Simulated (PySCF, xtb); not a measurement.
CH9FN2Si2, SMILES CN[Si@@H](F)N[SiH3]. Other conformers were not sampled.

Harmonic wavenumbers (cm⁻¹) from xtb with GFN2-xTB at its own minimum, in rising order: 39, 72, 97, 131, 150, 167, 230, 275, 323, 355, 530, 569, 580, 663, 702, 718, 759, 794, 800, 835, 840, 1000, 1067, 1114, 1171, 1200, 1371, 1421, 1490, 1503, 2223, 2241, 2260, 2328, 2914, 2971, 3034, 3451, 3471.

What does PBE-D3(BJ)/def2-SVP in PySCF give at its own minimum? (An estimate is asked for; the answer gives what the named calculation found.)

54, 73, 91, 141, 153, 175, 256, 334, 350, 442, 475, 590, 693, 723, 781, 806, 852, 880, 896, 913, 926, 967, 1060, 1105, 1142, 1155, 1353, 1397, 1419, 1450, 2146, 2152, 2185, 2195, 2917, 2981, 3047, 3486, 3521. Paired by order, the mean absolute difference is 48 cm⁻¹ and the zero-point energies are 65.6 and 66.2 kcal/mol.
